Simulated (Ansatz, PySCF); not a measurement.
This Ansatz (a first-principles code) input computes a CAM-B3LYP/def2-TZVPD energy:

Ansatz 0.2 input:
```yaml
crystal:
  periodic: [false, false, false]
  atoms:
    - {symbol: Si, position_ang: [0.29559365, 0.14303420, -0.16614320]}
    - {symbol: O, position_ang: [-0.12344061, -1.29266992, -0.85659991]}
    - {symbol: O, position_ang: [-0.99083940, 1.16519103, -0.28383740]}
    - {symbol: O, position_ang: [0.59659472, -0.12302277, 1.43141073]}
    - {symbol: H, position_ang: [-0.37949400, -1.28410967, -1.78359362]}
    - {symbol: H, position_ang: [-0.91105382, 2.03184893, 0.12542082]}
    - {symbol: H, position_ang: [1.29371905, -0.74620474, 1.65639036]}
basis:
  gaussian:
    orbitals: def2-TZVPD
hamiltonian:
  xc: {name: CAM-B3LYP}
magnetization: {spin_polarized: true, initial_magnetization: 1}
output: {forces: true}
```

Q: Write an input for the same energy in PySCF and say what it gives.

A: 
```python
from pyscf import gto, scf, dft

mol = gto.M(
    atom='''
    Si    0.29559365    0.14303420   -0.16614320
    O    -0.12344061   -1.29266992   -0.85659991
    O    -0.99083940    1.16519103   -0.28383740
    O     0.59659472   -0.12302277    1.43141073
    H    -0.37949400   -1.28410967   -1.78359362
    H    -0.91105382    2.03184893    0.12542082
    H     1.29371905   -0.74620474    1.65639036
    ''',
    basis='def2-tzvpd',
    charge=0,
    spin=1,
    verbose=4,
)

mf = dft.UKS(mol, xc='camb3lyp').density_fit(auxbasis='def2-universal-jkfit')
mf.grids.level = 3
mf.conv_tol = 1e-9
mf.max_cycle = 100
mf.max_memory = 1500
mf.kernel()
if not mf.converged:
    mf = mf.newton()
    mf.kernel(mf.make_rdm1())
for _ in range(2):
    mo, _, stable, _ = mf.stability(return_status=True)
    if stable:
        break
    mf.kernel(mf.make_rdm1(mo, mf.mo_occ))
mf.analyze()
```
It gives -517.12935 Eh, and Ansatz -517.12929 Eh, a difference of 0.06 mEh, from the treatment of integrals and grids.

It need not be the lowest isomer of its formula.
